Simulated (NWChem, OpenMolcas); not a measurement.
## How basis sets differ on CH5BFNO (SMILES COB(N)F)

CH5BFNO: 10 atoms, total charge 0, spin state singlet. SMILES: `COB(N)F`. The coordinates come from a PBE0-D4/def2-TZVP relaxation. This is one conformer, not always the lowest.

Quantity: the HOMO–LUMO gap, in eV. The values are calculated.

```
            level          kind     program  value (eV)  CPU time
HF/ANO-R0 (sfX2C)  Hartree–Fock  OpenMolcas       16.44     2.2 s
        HF/STO-3G  Hartree–Fock  OpenMolcas       19.88     4.8 s
         HF/3-21G  Hartree–Fock      NWChem       18.11     3.1 s
         HF/6-31G  Hartree–Fock  OpenMolcas       17.35     2.9 s
       HF/cc-pVDZ  Hartree–Fock  OpenMolcas       16.16      12 s
```

The values span 16.16 to 19.88 eV. A Hartree–Fock LUMO above zero doesn't converge with the basis: it sinks as sets grow more diffuse. Orbital gaps aren't excitation energies. Times are those of the runs behind each value, whatever else they computed, on shared processors of several kinds: orders of magnitude only.
